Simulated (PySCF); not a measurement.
**Field gradients at the hydrogen positions**

C6H7F.
Cartesian coordinates in Å at the GFN2-xTB level; atoms count from 1:
```
atom  x, y, z in Å
C1     2.9871   -0.8598    0.0235
C2     2.3442    0.3001    0.0459
F3     3.0419    1.4573    0.1671
C4     0.9452    0.4715   -0.0475
C5    -0.2374    0.6830   -0.1217
C6    -1.6707    0.8434   -0.2171
C7    -2.3687   -0.5110   -0.3504
H8     4.0583   -0.9015    0.0997
H9     2.4448   -1.7812   -0.0710
H10   -1.8979    1.4705   -1.0846
H11   -2.0258    1.3631    0.6779
H12   -2.1522   -1.1353    0.5135
H13   -3.4451   -0.3721   -0.4195
H14   -2.0246   -1.0286   -1.2431
```

Level: PBE0/pcSseg-1 (PySCF, non-relativistic); Q(2H) = 0.00286 b; rigid geometry, the same for H and D, with no vibrational averaging.

**Question.** Rank these positions by the coupling χzz of a deuteron there, largest first.
A. H14 (methyl hydrogen)
B. H8 (vinylic hydrogen)
C. H10 (methylene hydrogen)

**Answer.** B (229 kHz), A (210 kHz), C (200 kHz).

**Question.** Tabulate Vzz, the asymmetry η and χzz = 234.96 MHz × Q × Vzz for every hydrogen position.

**Answer.** 
```csv
atom,bonded to,bond length (Å),Vzz (au),η,χzz (kHz)
H8,C1,1.075,0.3415,0.06,229
H9,C1,1.073,0.3434,0.07,231
H10,C6,1.094,0.2974,0.02,200
H11,C6,1.094,0.2975,0.02,200
H12,C7,1.088,0.3120,0.03,210
H13,C7,1.088,0.3142,0.03,211
H14,C7,1.088,0.3118,0.03,210
```

Isolated species at its GFN2-xTB geometry, gas phase. GFN2-xTB bond lengths can be off by several hundredths of an ångström, more for odd bonds, and the gradients follow them. The small basis limits the accuracy of the gradients.
